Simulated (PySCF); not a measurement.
# Xe(2+) (xenon, charge +2) across methods

[Kr] 4d10 5s2 5p4, high-spin 3P determinant. All numbers are calculated (PySCF 2.14, a scalar-relativistic core potential, in aug-cc-pwCVTZ-PP with ECP28MDF (8s7p6d4f1g, 96 functions)).

```
 method  E (hartree)  mean ε 5s β (eV)  mean ε 5p α (eV)  mean ε 5p β (eV)  Σ⟨r²⟩ (bohr²)   ⟨S²⟩
    PBE    -328.1180           -38.378           -27.358           -25.744          40.84  2.003
   PBE0    -328.1482           -39.887           -28.851           -27.098          40.82  2.004
wB97X-V    -328.1208           -42.707           -31.160           -29.639          40.85  2.003
    UHF   -327.14067           -43.059           -32.359           -30.074          41.20  2.010
 PBEsol    -327.8155           -38.443           -27.369           -25.737          40.80  2.002
 revPBE    -328.1812           -38.248           -27.343           -25.707          40.81  2.003
  B97-3    -328.2040           -39.880           -28.820           -27.099          40.80  2.003
 r2SCAN    -328.2562           -38.521           -27.884           -26.087          40.75  2.005
    LDA    -327.6715           -38.850           -27.438           -25.908          40.83  2.001
```

Energies and moments cover only the electrons outside the core potential.
